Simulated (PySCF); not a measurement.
How methods differ on the excitation energy of Bi⁺

Bi⁺ [Xe] 4f14 5d10 6s2 6p2 (3P) → Bi⁺ [Xe] 4f14 5d10 6s1 6p3 (5S), as a difference of total energies. Computed with PySCF 2.14 in def2-TZVPPD with the def2 core potential (60 electrons) (7s5p4d2f, 56 functions), with scalar relativity through the core potential. Correlated levels: valence and next inner shell: nothing frozen outside the core potential. The calculations carry no spin-orbit coupling.

| method | excitation energy (cm⁻¹) |
| --- | --- |
| UHF | 50316 |
| MP2 (valence and next inner shell) | 64859 |
| SCS-MP2 (valence and next inner shell) | 65927 |
| CCSD (valence and next inner shell) | 62439 |
| CCSD(T) (valence and next inner shell) | 62916 |

Spin-orbit coupling is strong in these open shells (close to jj coupling). The scalar numbers leave it out and a first-order estimate fails, so it can dominate the gap to the real levels.
